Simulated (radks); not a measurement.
Valence configurations of neutral cerium (all share [Xe]). Calculated with a radial shooting solver on a logarithmic mesh with Libxc functionals: Dirac Kohn-Sham, PBE, spin-unpolarised, spherical densities, finite nucleus; open shells are shared between the two j in proportion to 2j + 1; Fermi nuclear charge, rms radius 4.8771 fm. Energies are relative to 4f1 5d1 6s2; eigenvalues in eV.

4f2 6s2: E (eV) -0.275; e(4f5/2) -0.791; e(4f7/2) -0.511
4f1.5 5d1 6s1.5: E (eV) -0.059; e(4f5/2) -2.200; e(4f7/2) -1.896; e(5d3/2) -2.216; e(5d5/2) -2.053
4f1 5d1 6s2: E (eV) 0.000; e(4f5/2) -5.568; e(4f7/2) -5.236; e(5d3/2) -3.180; e(5d5/2) -2.978
4f1 5d2 6s1: E (eV) 0.895; e(4f5/2) -3.974; e(4f7/2) -3.645; e(5d3/2) -2.219; e(5d5/2) -2.043
4f1.5 5d1 6s0.5 6p1: E (eV) 2.137; e(4f5/2) -3.287; e(4f7/2) -2.981; e(5d3/2) -3.082; e(5d5/2) -2.904; e(6p1/2) -1.802
4f1 6s2 6p1: E (eV) 2.281; e(4f5/2) -8.618; e(4f7/2) -8.282; e(6p1/2) -2.345
4f0.5 5d2.5 6s1: E (eV) 2.305; e(4f5/2) -6.720; e(4f7/2) -6.366; e(5d3/2) -2.625; e(5d5/2) -2.423
4f1 5d1 6s1 6p1: E (eV) 2.441; e(4f5/2) -6.689; e(4f7/2) -6.357; e(5d3/2) -4.078; e(5d5/2) -3.864; e(6p1/2) -2.001
4f0.5 5d1.5 6s1 6p1: E (eV) 4.299; e(4f5/2) -9.606; e(4f7/2) -9.250; e(5d3/2) -4.624; e(5d5/2) -4.383; e(6p1/2) -2.041
4f0.5 5d1.5 6p2: E (eV) 6.952; e(4f5/2) -10.650; e(4f7/2) -10.294; e(5d3/2) -5.457; e(5d5/2) -5.205; e(6p1/2) -2.495

NIST lists [Xe] 4f1 5d1 6s2 as the ground configuration; this level of theory puts 4f2 6s2 lower, by 0.275 eV. The energies are those of spherical spin-averaged densities, not of single terms.
